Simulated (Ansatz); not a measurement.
A nudged elastic band was laid between two geometries of CH₄AlFO₂S (10 atoms, charge 0, multiplicity 1).

Method: RKS CAM-B3LYP/STO-3G in Ansatz 0.2.0.

* movable images: 9
* climbing image: yes
* spring: 5.0 eV/Å²
* optimiser: quadratic models (default)
* start path: through a guess of the saddle point
* force threshold: 0.03 eV/Å
* iteration limit: 60
* end points: relaxed

Image 0:

```xyz
10
Properties=species:S:1:pos:R:3
O -0.338 -1.962 -1.363
Al -0.879 -0.445 -0.794
C -0.039 0.269 0.814
O -0.646 1.238 1.634
F 1.090 -0.204 1.448
S 0.701 1.204 -0.939
H 0.535 -2.157 -0.878
H -2.229 0.060 -1.144
H 0.122 1.575 2.226
H 1.767 0.372 -1.001
```

Image 10:

```xyz
10
Properties=species:S:1:pos:R:3
O 0.154 -1.973 -1.069
Al -0.683 -0.531 -0.683
C 0.029 0.339 0.902
O -0.691 1.301 1.636
F 1.170 0.014 1.598
S 0.738 1.235 -0.893
H -0.440 -2.453 -1.741
H -2.076 -0.200 -1.087
H 0.020 1.737 2.234
H 1.861 0.479 -0.894
```

Question: What changes between the two ends?

Answer: No bond is made or broken.

Question: Give the energies along the band, and the barrier.

Answer: The run converged. The highest image is number 3 of 0 to 10, 5.9 kcal/mol above the first end and 6.8 kcal/mol above the last; the last end lies 0.9 kcal/mol below the first. The profile has 2 maxima (images 1, 3) with wells between them (image 2): this band takes more than one step, which may be the mechanism or a detour left from its start path. A structure lower than the first end lies on the path between it and the top, so the climb from that side starts below the end, which may itself be a saddle point or a shallow side well. A vibrational analysis at the climbing image gives one clearly imaginary mode, 280i cm⁻¹: a first-order saddle point. Limits of this set-up: minimal basis.

```
image  path coordinate (Å)  energy (kcal/mol)
    0                 0.00                0.0
    1                 1.00                2.1
    2                 2.01               -0.8
    3                 3.01                5.9
    4                 3.24                5.8
    5                 3.47                5.9
    6                 3.70                5.7
    7                 3.93                4.4
    8                 4.15                1.9
    9                 4.38               -0.3
   10                 4.61               -0.9
```

Question: What is the geometry of the highest image?

Answer: 
```xyz
10
Properties=species:S:1:pos:R:3
O 0.091 -1.994 -0.984
Al -0.718 -0.560 -0.531
C 0.241 0.486 0.781
O -0.337 1.638 1.461
F 1.403 0.119 1.437
S 0.695 1.228 -1.019
H -0.549 -2.484 -1.604
H -2.139 -0.232 -0.826
H -0.411 1.285 2.418
H 1.806 0.462 -1.131
```

Time of the run: 5.7 min on 1 thread of AMD EPYC 9R45 96-Core Processor (Zen 5), on a shared host, peak memory 0.15 GiB.
